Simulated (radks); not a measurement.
Problem. These are the eigenvalues of the occupied orbitals of an atom or ion with whole-number occupations (eV). All-electron calculation, non-relativistic Kohn-Sham, r2SCAN, spin-polarised, spherical densities, point nucleus; meta-GGA in the generalised Kohn-Sham scheme. Program: a radial shooting solver on a logarithmic mesh with Libxc functionals.

1s up: -33220.79
1s down: -33220.79
2s up: -5259.334
2s down: -5256.470
2p up: -4959.789
2p down: -4957.724
3s up: -1264.303
3s down: -1263.755
3p up: -1137.676
3p down: -1136.785
3d up: -903.8735
3d down: -901.8858
4s up: -406.2904
4s down: -398.8319
4p up: -359.2034
4p down: -351.7738
4d up: -277.1075
4d down: -269.7790

Which element is it, and in what charge state? The configuration may be excited. Open shells, if any, are filled with parallel spins first.

Solution. Z = 54, xenon, charge +12: Xe12+ in [Kr] 4d6. The list shows which subshells hold electrons but not how many an open one holds; the 1s level, -1220.8 hartree, gives Z - s = 49.4 by -(Z - s)^2/2, which with screening narrows Z to a few neighbours, and the depths of the outer levels then fix element, charge and occupations together.
